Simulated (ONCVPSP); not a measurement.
# Ranking ONCV potentials for C (Z = 6)

All share these settings but for the change named:

| Property | Result |
| --- | --- |
| Element | C (Z = 6) |
| Generator | ONCVPSP 4.0.1 |
| Type | optimised norm-conserving Vanderbilt (ONCV) |
| Functional | PBE |
| Relativity | fully relativistic |
| Frozen core | [He] |
| Valence charge | 4 |
| Reference configuration | 2s2 2p2 |
| Partial waves | 2s: rc 0.95 bohr, ncon 4, nbas 9, qcut 8.8 1/bohr, 2 projectors, debl 0.7 Ha; 2p: rc 1.95 bohr, ncon 4, nbas 8, qcut 5.9 1/bohr, 1 projector |
| Local potential | polynomial inside 0.70 bohr (lpopt 5, dvloc0 0 Ha) |
| Core correction | polynomial model core, fcfact 0.55 |

Open shells are filled in proportion to 2j + 1.

Test errors are all-electron minus pseudo excitation energies from the reference, over 2s2 2p1; 2s2 2p0; 2s1 2p0; 2s2 2p1.5. None of these files shows a bound ghost.

The base gives 644.9 meV.

Of 8 variants that were run, those that failed, showed a ghost or another fault, or gave nearly equal values are left out.

A variant can come out equal or close to the base, since the largest error may sit in a test that the change hardly touches while other tests move.

(1) Rank these variants by their largest absolute test error, smallest first.
A. s: qcut 6.7; p: qcut 4.5
B. s: qcut 7.5; p: qcut 5
C. s: qcut 8.6; p: qcut 5.8

Answers

(1) C (664.0 meV), B (832.7 meV), A (971.4 meV).
